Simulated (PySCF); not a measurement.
## Cost of excited-state runs on isopropylcyclopentane (SMILES CC(C)C1CCCC1)

Cartesian coordinates in Å; atom numbers follow the order of the lines, from 1:
```xyz
24

C    -2.1575    0.4224    1.2942
C    -1.4126   -0.2297    0.1337
C    -2.2372   -0.1429   -1.1462
C    -0.0160    0.3726   -0.0411
C     0.7947   -0.1823   -1.2193
C     2.2326    0.1785   -0.8681
C     2.3140   -0.1438    0.6247
C     0.9152    0.1872    1.1833
H    -2.3320    1.4926    1.0919
H    -3.1397   -0.0490    1.4537
H    -1.5955    0.3498    2.2372
H    -1.2722   -1.3011    0.3769
H    -2.3456    0.9057   -1.4712
H    -3.2498   -0.5476   -0.9933
H    -1.7770   -0.7029   -1.9734
H    -0.1465    1.4578   -0.2145
H     0.6842   -1.2816   -1.2617
H     0.4702    0.2148   -2.1925
H     2.3917    1.2579   -1.0346
H     2.9829   -0.3559   -1.4706
H     2.5258   -1.2176    0.7530
H     3.1218    0.3984    1.1387
H     0.9304    1.0928    1.8081
H     0.5488   -0.6261    1.8304
```

PySCF with density fitting, on 1 thread of an Intel Xeon Platinum 8259CL, shared host. Command: `OMP_NUM_THREADS=1 python excited_run.py task.json out`

How long does each of these runs take, and how much memory?
- first hyperpolarisability, CAM-B3LYP/aug-cc-pVDZ; usual settings
- excited states, CAM-B3LYP/aug-cc-pVDZ; Tamm-Dancoff; spin-orbit couplings; 6 states; 5 triplets; quadratic response for 4 states; IEF-PCM benzene
- excited states, CAM-B3LYP/aug-cc-pVDZ; Tamm-Dancoff; spin-orbit couplings; 6 states; 5 triplets; quadratic response for 4 states
- excited states, CAM-B3LYP/aug-cc-pVDZ; two-photon moments; 8 states; quadratic response for 6 states; 0 triplets


| run | level | basis functions | wall time | peak memory (GiB) |
| --- | --- | --- | --- | --- |
| first hyperpolarisability | CAM-B3LYP/aug-cc-pVDZ | 328 | 2.1 min | 1.5 |
| excited states | CAM-B3LYP/aug-cc-pVDZ | 328 | 2.5 min | 1.7 |
| excited states | CAM-B3LYP/aug-cc-pVDZ | 328 | 2.4 min | 1.5 |
| excited states | CAM-B3LYP/aug-cc-pVDZ | 328 | 2.7 min | 1.5 |

Times from a shared host are rough.
